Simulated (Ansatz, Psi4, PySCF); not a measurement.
Pair of molecules: SiH4 (SMILES [SiH4]) (first 5 atoms) with N2 (SMILES N#N); geometry from B3LYP-D3(BJ)/def2-TZVP, rigid monomers moved along the line of their centres of mass till Si1···N7 is 4.06 Å.
(charge 0, multiplicity 1):
```
atom    x (Å)    y (Å)    z (Å)
----  -------  -------  -------
Si     0.0824   0.1487  -0.1899
H      0.4002   0.4069  -1.6132
H      0.2577   1.3973   0.5851
H      0.9960  -0.8907   0.3350
H     -1.3175  -0.3157  -0.0744
N     -0.0615  -0.4379   4.8152
N     -0.4317  -0.4505   3.7893
```

Monomers are frozen at their geometry in the pair; levels with a basis set take the counterpoise correction. Rows marked so take none.

Correlated levels freeze the cores. Rows in 3-21G, 6-311+G**, STO-3G carry no dispersion term and start afresh at each structure.

Run with Ansatz (a program for electronic structure); Psi4 for SAPT; PySCF for 3-21G rows, 6-311+G** rows, STO-3G rows, the dispersion terms. Each number belongs to the level named beside it.

```
level                              interaction energy (kJ/mol)
---------------------------------  ---------------------------
HF/STO-3G (no counterpoise)                               -0.5
HF/3-21G (no counterpoise)                                -3.6
PBE-D4/def2-TZVPPD                                        -1.8
B3LYP/3-21G (no counterpoise)                             -5.0
B3LYP/6-311+G** (no counterpoise)                            ?
B3LYP-D3(BJ)/def2-TZVPPD                                  -1.9
MP2/aug-cc-pV(T+d)Z                                       -2.0
CCSD/aug-cc-pV(D+d)Z                                      -1.5
SAPT0/jun-cc-pV(D+d)Z                                     -1.5
```

Question: Some entries are withheld; supply them.

Answer: 
- B3LYP/6-311+G** (no counterpoise), interaction energy (kJ/mol): 0.2
